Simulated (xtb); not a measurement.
Job for xtb: GFN2-xTB on AlP, 2S+1 = 3, a point of a bond scan (R = 2.445 Å).

```
$ xtb mol.xyz --gfn 2 --sp --chrg 0 --uhf 2
2

Al    -0.00000000    -0.00000000    -1.19086169
P      0.00000000     0.00000000     1.25437431
```

Program output:

```
[...]
           -------------------------------------------------
          |                Calculation Setup                |
           -------------------------------------------------



           -------------------------------------------------
          |                 G F N 2 - x T B                 |
           -------------------------------------------------

        Reference                      10.1021/acs.jctc.8b01176
      * Hamiltonian:
        H0-scaling (s, p, d)           1.850000    2.230000    2.230000
        zeta-weighting                 0.500000
      * Dispersion:
        s8                             2.700000
        a1                             0.520000
        a2                             5.000000
        s9                             5.000000
      * Repulsion:
        kExp                           1.500000    1.000000
        rExp                           1.000000
      * Coulomb:
        alpha                          2.000000
        third order                    shell-resolved
        anisotropic                    true
        a3                             3.000000
        a5                             4.000000
        cn-shift                       1.200000
        cn-exp                         4.000000
        max-rad                        5.000000


          ...................................................
          :                      SETUP                      :
          :.................................................:
          :  # basis functions                  20          :
          :  # atomic orbitals                  18          :
          :  # shells                            6          :
          :  # electrons                         8          :
          :  max. iterations                   250          :
          :  Hamiltonian                  GFN2-xTB          :
          :  restarted?                      false          :
          :  GBSA solvation                  false          :
          :  PC potential                    false          :
          :  electronic temp.          300.0000000     K    :
          :  accuracy                    1.0000000          :
          :  -> integral cutoff          0.2500000E+02      :
          :  -> integral neglect         0.1000000E-07      :
          :  -> SCF convergence          0.1000000E-05 Eh   :
          :  -> wf. convergence          0.1000000E-03 e    :
          :  Broyden damping             0.4000000          :
          :  net charge                          0          :
          :  unpaired electrons                  2          :
          ...................................................

 iter      E             dE          RMSdq      gap      omega  full diag
   1     -3.3983336 -0.339833E+01  0.288E+01    2.12       0.0  T
   2     -3.3982845  0.491311E-04  0.351E+01    1.05       1.0  T
   3     -3.3879649  0.103196E-01  0.387E+01    0.80       1.0  T
   4     -3.4133336 -0.253687E-01  0.127E+01    2.09       1.0  T
   5     -3.4140221 -0.688470E-03  0.115E+01    2.21       1.0  T
   6     -3.4180965 -0.407447E-02  0.110E+01    2.17       1.0  T
   7     -3.4165620  0.153454E-02  0.117E+01    2.17       1.0  T
   8     -3.4263786 -0.981657E-02  0.813E+00    2.11       1.0  T
   9     -3.4347207 -0.834217E-02  0.159E+00    2.00       1.0  T
  10     -3.4160679  0.186529E-01  0.122E+01    1.85       1.0  T
  11     -3.4340400 -0.179721E-01  0.241E+00    2.04       1.0  T
  12     -3.4345853 -0.545378E-03  0.186E+00    2.06       1.0  T
  13     -3.4339857  0.599598E-03  0.269E+00    2.02       1.0  T
  14     -3.4349530 -0.967274E-03  0.831E-01    2.05       1.0  T
  15     -3.4349449  0.808699E-05  0.877E-01    2.04       1.0  T
  16     -3.4350539 -0.108986E-03  0.200E-01    2.05       1.0  T
  17     -3.4350522  0.174833E-05  0.237E-01    2.04       1.0  T
  18     -3.4350605 -0.835000E-05  0.108E-02    2.05       6.6  T
  19     -3.4350600  0.505242E-06  0.607E-02    2.05       1.2  T
  20     -3.4350605 -0.479085E-06  0.201E-02    2.05       3.5  T
  21     -3.4350605 -0.477566E-07  0.798E-03    2.05       8.9  T
  22     -3.4350605 -0.891220E-08  0.707E-04    2.05     100.1  T
  23     -3.4350605 -0.620832E-10  0.737E-05    2.05     959.0  T

   *** convergence criteria satisfied after 23 iterations ***

         #    Occupation            Energy/Eh            Energy/eV
      -------------------------------------------------------------
         1        2.0000           -0.6057465             -16.4832
         2        2.0000           -0.3976516             -10.8207
         3        1.3690           -0.3265130              -8.8849
         4        1.3690           -0.3265130              -8.8849
         5        1.2621           -0.3260394              -8.8720 (HOMO)
         6                         -0.2508609              -6.8263 (LUMO)
         7                         -0.2508609              -6.8263
         8                         -0.2149891              -5.8502
         9                         -0.1503118              -4.0902
        10                         -0.1503118              -4.0902
       ...                                ...                  ...
        18                          0.5386616              14.6577
      -------------------------------------------------------------
                  HL-Gap            0.0751785 Eh            2.0457 eV
             Fermi-level           -0.3077365 Eh           -8.3739 eV

 transition dipole moment (au) for excitation:           4           5
     X       Y       Z
   0.0028  -0.1143  -0.0000  total (au/Debye):    0.114   0.291
 dE (eV)             :    0.013
 oscillator strength :  0.58357E-05

 SCC (total)                   0 d,  0 h,  0 min,  0.004 sec
 SCC setup                      ...        0 min,  0.000 sec (  2.950%)
 Dispersion                     ...        0 min,  0.000 sec (  1.170%)
 classical contributions        ...        0 min,  0.000 sec (  0.687%)
 integral evaluation            ...        0 min,  0.000 sec ( 10.320%)
 iterations                     ...        0 min,  0.003 sec ( 61.155%)
 molecular gradient             ...        0 min,  0.000 sec ( 10.382%)
 printout                       ...        0 min,  0.001 sec ( 13.014%)

         :::::::::::::::::::::::::::::::::::::::::::::::::::::
         ::                     SUMMARY                     ::
         :::::::::::::::::::::::::::::::::::::::::::::::::::::
         :: total energy              -3.431407215939 Eh    ::
         :: gradient norm              0.058325917011 Eh/a0 ::
         :: HOMO-LUMO gap              2.045711045589 eV    ::
         ::.................................................::
         :: SCC energy                -3.435060539815 Eh    ::
         :: -> isotropic ES            0.008020414658 Eh    ::
         :: -> anisotropic ES          0.004465601994 Eh    ::
         :: -> anisotropic XC         -0.006584088504 Eh    ::
         :: -> dispersion             -0.001161755686 Eh    ::
         :: repulsion energy           0.003653323876 Eh    ::
         :: add. restraining           0.000000000000 Eh    ::
         :: total charge              -0.000000000705 e     ::
         :::::::::::::::::::::::::::::::::::::::::::::::::::::

           -------------------------------------------------
          |                Property Printout                |
           -------------------------------------------------

    * Orbital Energies and Occupations

         #    Occupation            Energy/Eh            Energy/eV
      -------------------------------------------------------------
         1        2.0000           -0.6057465             -16.4832
         2        2.0000           -0.3976516             -10.8207
Note: The following floating-point exceptions are signalling: IEEE_DENORMAL
normal termination of xtb
         3        1.3690           -0.3265130              -8.8849
         4        1.3690           -0.3265130              -8.8849
         5        1.2621           -0.3260394              -8.8720 (HOMO)
         6                         -0.2508609              -6.8263 (LUMO)
         7                         -0.2508609              -6.8263
         8                         -0.2149891              -5.8502
         9                         -0.1503118              -4.0902
        10                         -0.1503118              -4.0902
        11                         -0.1120303              -3.0485
        12                         -0.1120303              -3.0485
        13                          0.0269613               0.7337
        14                          0.0406427               1.1059
        15                          0.0406427               1.1059
        16                          0.1461366               3.9766
       ...                                ...                  ...
        18                          0.5386616              14.6577
      -------------------------------------------------------------
                  HL-Gap            0.0751785 Eh            2.0457 eV
             Fermi-level           -0.3077365 Eh           -8.3739 eV

     #   Z          covCN         q      C6AA      α(0)
     1  13 Al       0.871     0.277   366.708    49.923
     2  15 P        0.871    -0.277   202.241    26.431

 Mol. C6AA /au·bohr⁶  :       1084.425323
 Mol. C8AA /au·bohr⁸  :      83910.844681
 Mol. α(0) /au        :         76.354127


Wiberg/Mayer (AO) data.
largest (>0.10) Wiberg bond orders for each atom

 ---------------------------------------------------------------------------
     #   Z sym  total        # sym  WBO       # sym  WBO       # sym  WBO
 ---------------------------------------------------------------------------
     1  13 Al   1.449 --     2 P    1.449
     2  15 P    1.449 --     1 Al   1.449
 ---------------------------------------------------------------------------

Topologies differ in total number of bonds
Writing topology from bond orders to xtbtopo.mol

molecular dipole:
                 x           y           z       tot (Debye)
 q only:        0.000       0.000      -1.279
   full:       -0.000       0.000      -1.467       3.728
molecular quadrupole (traceless):
                xx          xy          yy          xz          yz          zz
 q only:        0.077       0.000       0.077       0.000       0.000      -0.153
  q+dip:       -0.294       0.000      -0.294       0.000      -0.000       0.587
   full:        2.396       0.000       2.396       0.000      -0.000      -4.792


           -------------------------------------------------
          | TOTAL ENERGY               -3.431407215939 Eh   |
          | GRADIENT NORM               0.058325917011 Eh/α |
          | HOMO-LUMO GAP               2.045711045589 eV   |
           -------------------------------------------------

------------------------------------------------------------------------
------------------------------------------------------------------------
 total:
 SCF:
```

The run finished.

Cost: very roughly 0.05 core-seconds.
